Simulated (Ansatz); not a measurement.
Species: ethynylsilane, C2H4Si (charge 0, singlet). SMILES: C#C[SiH3]
Structure (B3LYP-D3(BJ)/def2-TZVP (Ansatz, a quantum-chemistry and plane-wave program) minimum search):
```xyz
7

C      1.2099     1.5570    -0.0201
C      0.4703     0.6052    -0.0078
Si    -0.6496    -0.8359     0.0108
H      1.8627     2.3970    -0.0310
H     -0.0274    -1.9295     0.7873
H     -0.8900    -1.2872    -1.3765
H     -1.9327    -0.4509     0.6366
```
Charge 0, spin multiplicity 1.

Parts of the frozen-core correlation energy in aug-cc-pV(T+d)Z (Ansatz, hartree). Frozen orbitals: 7; correlated occupied orbitals by spin: 8 and 8; virtual: 224 and 224. Spin-orbit coupling is left out. No relativistic terms.

```
term                            value
-------------------------  ----------
reference (HF)             -366.98105
MP2 opposite-spin                 [?]
MP2 same-spin                -0.09076
CCSD correlation                  [?]
(T)                               [?]
T1 diagnostic                   0.013
largest doubles amplitude       0.025
```

Task: Complete the blanks.

Result: 
- MP2 opposite-spin, value: -0.34482
- CCSD correlation, value: -0.46427
- (T), value: -0.02234
